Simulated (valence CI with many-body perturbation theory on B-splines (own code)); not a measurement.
## Ti⁹⁺ in brief

Level of theory: relativistic CI+MBPT: three valence electrons over a frozen Dirac-Fock core [Ne], radial functions for each j: 11 s, 11 p, 10 d, 8 f, 5 g, 2 h, with the one-electron correlation potential Σ1 (screened to all orders), the two-electron term Σ2, the three-electron term Σ3, Breit, model QED; selected single and double excitations, second order for the rest, scaled by the run's own slope (own B-spline code, finite nucleus).

No measured spectrum was set against this ion. As an estimate, levels of excited configurations hold to 0.05 to 0.15 % of their energy, terms of the ground configuration to about 0.5 %.

Rates and lifetimes use the calculated energies. Strong lines usually hold to 10 to 20 %, long lifetimes can be off by a factor of two.

Q: What is the ground level?

A: 3s²3p ²P°_1/2, composition 97 % 3s²3p ²P°, g = 0.665.

Q: Among levels below 144.72 eV, which E1 lines absorb most strongly from the ground level?

A: to 3s²3d ²D_3/2 at 28.95 nm, f = 0.620; to 3s3p² ²P_1/2 at 35.54 nm, f = 0.245; to 3s²4d ²D_3/2 at 10.14 nm, f = 0.180.

Q: How well does LS coupling describe the low levels?

A: Among the lowest 20 levels the leading LS term, summed over configurations, holds 99 % on average. For single configurations the figures are 90 % in LS and 64 % in jj coupling. Terms mix most in the J = 1/2 level at 32.82 eV, where the leading one holds 93 %.

Q: Name the longest-lived excited levels whose lifetime is computed, and their main decay.

A: 3s²3p ²P°_3/2 at 0.94 eV lives 257 ms, mostly by M1 to 3s²3p ²P°_1/2.

Q: How is the term ²P° of the ground level split?

A: J = 1/2 at 0.00, J = 3/2 at 0.94 eV.

Q: Where does the other parity begin?

A: At 3s3p² ⁴P_1/2, 19.88 eV.

Q: What is the ionisation energy?

A: 216.8 eV; NIST lists 215.92 ± 0.12 eV (measured).
